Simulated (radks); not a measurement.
Problem. The mean radii <r> (bohr) of the occupied orbitals of an atom or ion are listed with their occupations. All-electron calculation, scalar-relativistic Kohn-Sham, Wu-Cohen GGA, spin-polarised, spherical densities, finite nucleus; Fermi nuclear charge, rms radius of each element as measured or else 0.836 A^(1/3) + 0.57 fm. Program: a radial shooting solver on a logarithmic mesh with Libxc functionals.

orbital  occ.      <r>
1s up       1  0.01867
1s down     1  0.01867
2s up       1  0.07897
2s down     1  0.07897
2p up       3  0.07056
2p down     3  0.07056
3s up       1   0.2049
3s down     1   0.2049
3p up       3   0.2049
3p down     3   0.2049
3d up       5   0.1856
3d down     5   0.1856
4s up       1   0.4589
4s down     1   0.4589
4p up       3   0.4878
4p down     3   0.4877
4d up       5   0.5232
4d down     5   0.5231
5s up       1    1.100
5s down     1    1.094
5p up       3    1.288
5p down     3    1.276
4f up       7   0.6400
4f down     7   0.6358
5d up       2    1.931
6s up       1    2.808
5f up       1    7.843

Name the element and its charge. Open shells, if any, are filled with parallel spins first.

Solution. Z = 73, tantalum, charge +1: Ta+ in [Xe] 4f14 5d2 6s1 5f1. The 1s radius gives Z: for a bare nucleus <r> = (2 gamma + 1)/(2Z) with gamma = sqrt(1 - (Z/c)^2), 0.01844 bohr for Z = 73, and screening makes it slightly larger (0.01867 here). The occupations add up to 72, and the charge is Z minus that.
